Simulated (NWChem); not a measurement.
A series in which one site is exchanged, each optimised at PBE0/def2-SVP with NWChem, gas phase unless a solvent is named. Some are not confirmed as minima by frequencies. def2 effective core potentials on Mo, W; no spin-orbit coupling.

A: O=S(=O)=O (SO3; site = S)
B: [O]=[Mo](=[O])=[O] (MoO3; site = Mo)
C: [O]=[Cr](=[O])=[O] (CrO3; site = Cr)
D: [O]=[W](=[O])=[O] (WO3; site = W)

Rank them by orbital gap (eV), PBE0/def2-SVP, lowest first.

D (3.26), C (4.12), B (4.33), A (7.16)
